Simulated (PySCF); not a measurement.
Isomers of C6H13NSi and their computed core-level spectra.

Computed with PySCF 2.14.0, delta-SCF UKS SCAN, pcX-2 on the ionised atom, pcseg-1 elsewhere, spin-free X2C. Geometries: PBE0-D3(BJ)/def2-SVP; isolated species, one conformer each.

Line lists (1s up to Mg, 2p3/2 beyond; areas count atoms within a level, one atom standing for each set equivalent by bonding):
1. C 1s: 289.96 (area 1), 290.05 (area 1), 290.29 (area 1), 290.55 (area 1), 291.09 (area 1), 291.41 (area 1) eV; N 1s: 403.82 eV; Si 2p3/2: 106.36 eV
2. C 1s: 289.93 (area 1), 290.44 (area 2), 290.54 (area 1), 291.10 (area 1), 291.21 (area 1) eV; N 1s: 403.88 eV; Si 2p3/2: 106.32 eV
3. C 1s: 289.44 (area 1), 289.87 (area 1), 290.22 (area 1), 290.56 (area 1), 290.56 (area 1), 291.20 (area 1) eV; N 1s: 404.01 eV; Si 2p3/2: 106.38 eV

Structures:
A. `C=C(C)[C@H]1CN[SiH2]C1`
B. `C=CCN1CCC[SiH2]1`
C. `C1C[SiH2]N(C2CC2)C1`

Task: Match each list to its structure.

Result: 
- 1 = B: another candidate has the same counts of sites, so positions decide. C 1s: 289.96 sp3 carbon bound to silicon, 290.05 terminal =CH2 carbon, 290.29 alkene CH carbon, 290.55 ring CH2 carbon, 291.09 sp3 carbon bound to nitrogen, 291.41 sp3 carbon bound to nitrogen; N 1s: 403.82 silicon-bound nitrogen; Si 2p3/2: 106.36 SiH2 silicon.
- 2 = C: no other candidate has these counts of sites. C 1s: 289.93 sp3 carbon bound to silicon, 290.44 three-membered-ring carbon (×2), 290.54 ring CH2 carbon, 291.10 sp3 carbon bound to nitrogen, 291.21 sp3 carbon bound to nitrogen; N 1s: 403.88 silicon-bound nitrogen; Si 2p3/2: 106.32 SiH2 silicon.
- 3 = A: another candidate has the same counts of sites, so positions decide. C 1s: 289.44 terminal =CH2 carbon, 289.87 sp3 carbon bound to silicon, 290.22 fully substituted alkene carbon, 290.56 allylic carbon, 290.56 allylic carbon, 291.20 sp3 carbon bound to nitrogen; N 1s: 404.01 silicon-bound nitrogen; Si 2p3/2: 106.38 SiH2 silicon.

2p3/2 and 2p1/2 are the ΔSCF energy of one spin-free 2p hole plus the eigenvalues of a spin–orbit and ligand-field matrix of the shell. 1 of these hole states is spin-contaminated (⟨S²⟩ 0.85, against 0.75; counted from 0.85) and less certain.
